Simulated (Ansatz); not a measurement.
C2H2 (SMILES C#C), charge 0, multiplicity 1, relaxed at each level with Ansatz (a quantum-chemistry and plane-wave program); harmonic frequencies from differences of analytic forces, average atomic masses, frozen cores.

```tsv
mode	HF/def2-TZVPP (cm⁻¹)	r2SCAN/def2-TZVPP (cm⁻¹)	wB97X-V/def2-TZVPP (cm⁻¹)	MP2/cc-pVTZ (cm⁻¹)	CCSD(T)/cc-pVDZ (cm⁻¹)	CCSD(T)/cc-pVTZ (cm⁻¹)
1	812	634	708	589	527	…
2	812	634	708	589	527	…
3	868	770	788	753	734	746
4	868	770	788	753	734	746
5	2213	2062	2098	1974	1985	…
6	3557	3420	3420	3446	3409	3410
7	3667	3521	3523	3541	3500	3510
```

Modes are in rising order at each level. Complete the blanks.


- 5, CCSD(T)/cc-pVTZ (cm⁻¹): 2000
- 1, CCSD(T)/cc-pVTZ (cm⁻¹): 577
- 2, CCSD(T)/cc-pVTZ (cm⁻¹): 577
